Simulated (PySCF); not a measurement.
Isomers of C5H5ClF2, mass 138.005 u with the commonest isotopes. Computed with PBE0/def2-SVPD in PySCF (dipole) on a GFN2-xTB geometry, gas phase. One conformer each, none proved a minimum here; rigid rotors.

Question: Order these by rotational constant A, smallest first.
A. `[CH:1]#[C:2][CH2:3][C:4]([F:5])([F:6])[CH2:7][Cl:8]` with C2–C3–C4–F5 180°, C3–C4–C7–Cl8 53°
B. `[CH2:1]=[CH:2]/[C:3]([F:4])=[C:5](\[Cl:6])[CH2:7][F:8]` with C1–C2–C3–F4 0°, C3–C5–C7–F8 -117°
C. `[F:1][C:2]1=[CH:3][C@@H:4]([F:5])[C@H:6]([Cl:7])[CH2:8]1` with C2–C3–C4–F5 -107°, C3–C4–C6–Cl7 104°, C4–C6–C8–C2 14°, F1–C2–C8–C6 172°

Answer: A (1884 MHz), C (2177 MHz), B (2481 MHz).

Question: Order these by rotational constant C, largest first.
A. `[F:1][C:2]1=[CH:3][C@@H:4]([F:5])[C@H:6]([Cl:7])[CH2:8]1` with C2–C3–C4–F5 -107°, C3–C4–C6–Cl7 104°, C4–C6–C8–C2 14°, F1–C2–C8–C6 172°
B. `[CH:1]#[C:2][CH2:3][C:4]([F:5])([F:6])[CH2:7][Cl:8]` with C2–C3–C4–F5 180°, C3–C4–C7–Cl8 53°
C. `[CH2:1]=[CH:2]/[C:3]([F:4])=[C:5](\[Cl:6])[CH2:7][F:8]` with C1–C2–C3–F4 0°, C3–C5–C7–F8 -117°

Answer: B (1028 MHz), A (973.3 MHz), C (831.0 MHz).

Question: Order these by dipole moment, smallest first.
A. `[CH2:1]=[CH:2]/[C:3]([F:4])=[C:5](\[Cl:6])[CH2:7][F:8]` with C1–C2–C3–F4 0°, C3–C5–C7–F8 -117°
B. `[CH:1]#[C:2][CH2:3][C:4]([F:5])([F:6])[CH2:7][Cl:8]` with C2–C3–C4–F5 180°, C3–C4–C7–Cl8 53°
C. `[F:1][C:2]1=[CH:3][C@@H:4]([F:5])[C@H:6]([Cl:7])[CH2:8]1` with C2–C3–C4–F5 -107°, C3–C4–C6–Cl7 104°, C4–C6–C8–C2 14°, F1–C2–C8–C6 172°

Answer: C (0.62 D), B (1.35 D), A (2.26 D).

| SMILES | point group | Ia (u·Å²) | Ib (u·Å²) | Ic (u·Å²) | κ | μa (D) | μb (D) | μc (D) |
| --- | --- | --- | --- | --- | --- | --- | --- | --- |
| C=C/C(F)=C(\Cl)CF | C1 | 203.72 | 432.80 | 608.13 | -0.59 | 1.94 | 0.27 | 1.13 |
| FC1=C[C@@H](F)[C@H](Cl)C1 | C1 | 232.19 | 366.25 | 519.25 | -0.32 | 0.22 | 0.35 | 0.46 |
| C#CCC(F)(F)CCl | C1 | 268.18 | 334.55 | 491.56 | 0.13 | 0.81 | 0.99 | 0.42 |
